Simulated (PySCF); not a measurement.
From computed data to an observable: chemical shift, span and skew from a shielding tensor

CH₅FGeO, SMILES C[O][GeH2][F]. Atoms are numbered in the order given.

```xyz
9

Ge     0.5517     0.0660    -0.3029
F      0.8516     0.8573     1.2221
O     -0.8788    -0.9385    -0.1068
C     -2.1363    -0.3440     0.1381
H      1.7186    -0.8722    -0.5868
H      0.2811     1.1948    -1.3048
H     -2.1858     0.1033     1.1467
H     -2.3759     0.4435    -0.6024
H     -2.9089    -1.1252     0.0665
```
Charge 0, spin multiplicity 1.

Geometry: ωB97X-D3(BJ)/def2-SVP. The structure was generated by enumeration, and PubChem lists no compound with its InChIKey, so it may never have been made. One conformer was computed; it need not be the lowest.

GIAO shieldings from HF/pcSseg-1 run with PySCF, non-relativistic, no solvent. The symmetric part of the tensor of F2 has the principal values 363.7, 419.5, 458.1 ppm. The same nucleus in CFCl3 has σ = 238.5 ppm at this level (PySCF, at its B3LYP-D3(BJ)/def2-TZVP geometry).

### Question
Work out the isotropic shielding, the ¹⁹F shift against CFCl3, the span and the skew.

### Answer

σ(iso) = (σ11 + σ22 + σ33)/3 = 413.8 ppm. δ = σ(ref) − σ(iso) = 238.5 − (413.8) = -175.3 ppm.
Span Ω = σ33 − σ11 = 94.4 ppm. Skew κ = 3(σ(iso) − σ22)/Ω = -0.18. Tumbling in solution averages the tensor to δ; in a static solid the shielding alone would spread this spin-1/2 line over Ω.
